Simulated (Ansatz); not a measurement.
The cluster TiSe₂⁺. Total charge 1; quartet. Geometry PBE0-D4/def2-TZVP; atoms count from 1.

```csv
atom,x (Å),y (Å),z (Å)
Ti1,-0.328,0.806,-1.204
Se2,1.230,-0.020,0.568
Se3,-0.902,-0.786,0.636
```

The structure comes from a short search, and lower isomers may exist.

Q: Estimate the Mulliken populations from the PBE0/def2-TZVP orbitals of Ansatz.

A: 
| atom | charge (e) | spin (α − β) | d electrons |
| --- | --- | --- | --- |
| Ti1 | 0.97 | 2.11 | 2.57 |
| Se2 | 0.02 | 0.45 | – |
| Se3 | 0.02 | 0.45 | – |
Mulliken values and Mayer orders depend strongly on the basis.

Q: Where does the spin sit?

A: Summed by element: Ti 2.11, Se 0.89, of 3 unpaired in all. Largest on single atoms: Ti1 2.11, Se2 0.45, Se3 0.45.

Q: And the Mayer bond orders between bonded heavy atoms (over 0.3)?

A: Ti1–Se2 0.88 (2.50 Å); Ti1–Se3 0.88 (2.50 Å); Se2–Se3 1.48 (2.27 Å).
